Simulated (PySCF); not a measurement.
# Ionising TlN

LC-ωPBE; basis Tl def2-SVPD with ECP60, N def2-SVPD; scalar-relativistic core potentials; PySCF 2.14. Neutral (UKS): triplet (π ↑↑), Re = 2.283 Å, ωe = 441 cm⁻¹, De = 1.60 eV, HOMO -7.67 eV, LUMO -0.27 eV.

TlN⁺ (UKS): quartet (σ ↑, π ↑↑), Re = 3.095 Å, ωe = 92.5 cm⁻¹. The energies at the minima are -227.07719 hartree for TlN and -226.82105 for TlN⁺.

Q: Work out the adiabatic ionisation energy, without and with harmonic zero-point energies (1 hartree = 27.2114 eV, 1 eV = 8065.5 cm⁻¹), and the change of the bond length.

A: At LC-ωPBE: 0.25614 hartree = 6.970 eV between the minima; the zero-point term (92.5 − 441.0)/2 cm⁻¹ = -0.022 eV makes it 6.948 eV. Re changes by +81.2 pm against the neutral. The electron leaves a σ orbital, and the ion is left as a loose complex of an ion and an atom.

These are scalar-relativistic numbers at best; spin–orbit coupling would shift them, the dissociation energy most. States were picked by a PBE0 search and need not be the measured ground states.
